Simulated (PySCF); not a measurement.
A structure optimised at r2SCAN-D4/def2-TZVP, used in a PySCF frequency run:

```
In
H 1 1.7056
H 1 1.7056 2 133.00
I 1 2.6776 2 113.50 3 -180.00
```

Question: Write its SMILES, formula and point group.

Answer: [InH2][I], H2IIn, C2v

Question: What are its rotational constants (standard atomic weights)?

Answer: 102.46, 1.1463, 1.1336 GHz
